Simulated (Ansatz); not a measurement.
The same molecule with X = B, Al, Ga, In. Ansatz, PBE0-D4/def2-TZVP geometries, multiplicity 1. Each molecule was computed in one conformer, which needn't be the lowest.

Elements past krypton have def2 core potentials. Scalar relativity is left out up to krypton.

```json
{"X": "B", "molecule": "`OB(S)Cl`", "mean X–Cl bond length / Å": "1.770", "mean X–O bond length / Å": "1.348", "mean X–S bond length / Å": "1.800", "HOMO energy (B3LYP/def2-TZVPP) / eV": "-7.67", "HOMO–LUMO gap (PBE/def2-TZVPP) / eV": "5.66", "HOMO–LUMO gap (ωB97M-V/def2-TZVPP) / eV": "12.14"}
{"X": "Al", "molecule": "`[OH][Al]([SH])[Cl]`", "mean X–Cl bond length / Å": "2.092", "mean X–O bond length / Å": "1.680", "mean X–S bond length / Å": "2.161", "HOMO energy (B3LYP/def2-TZVPP) / eV": "-7.70", "HOMO–LUMO gap (PBE/def2-TZVPP) / eV": "5.17", "HOMO–LUMO gap (ωB97M-V/def2-TZVPP) / eV": "11.08"}
{"X": "In", "molecule": "`[OH][In]([SH])[Cl]`", "mean X–Cl bond length / Å": "2.325", "mean X–O bond length / Å": "1.966", "mean X–S bond length / Å": "2.351", "HOMO energy (B3LYP/def2-TZVPP) / eV": "-7.85", "HOMO–LUMO gap (PBE/def2-TZVPP) / eV": "3.84", "HOMO–LUMO gap (ωB97M-V/def2-TZVPP) / eV": "10.08"}
```

Give the row for X = Ga, `[OH][Ga]([SH])[Cl]`. (Estimate.)

Ansatz gave: 
```tsv
X	molecule	mean X–Cl bond length / Å	mean X–O bond length / Å	mean X–S bond length / Å	HOMO energy (B3LYP/def2-TZVPP) / eV	HOMO–LUMO gap (PBE/def2-TZVPP) / eV	HOMO–LUMO gap (ωB97M-V/def2-TZVPP) / eV
Ga	`[OH][Ga]([SH])[Cl]`	2.139	1.770	2.174	-7.86	4.75	11.02
```

From B to In the mean X–Cl bond length rises at each step, by 0.555 Å in all; the mean X–O bond length rises at each step, by 0.618 Å in all; the mean X–S bond length rises at each step, by 0.551 Å in all; the HOMO energy (B3LYP/def2-TZVPP) isn't monotonic: highest at B, lowest at Ga; the HOMO–LUMO gap (PBE/def2-TZVPP) falls at each step, by 1.82 eV in all; the HOMO–LUMO gap (ωB97M-V/def2-TZVPP) falls at each step, by 2.06 eV in all. Bonds lengthen as the atom grows down the group.

B3LYP here is the variant with VWN-RPA as its local correlation; programs differ in this.
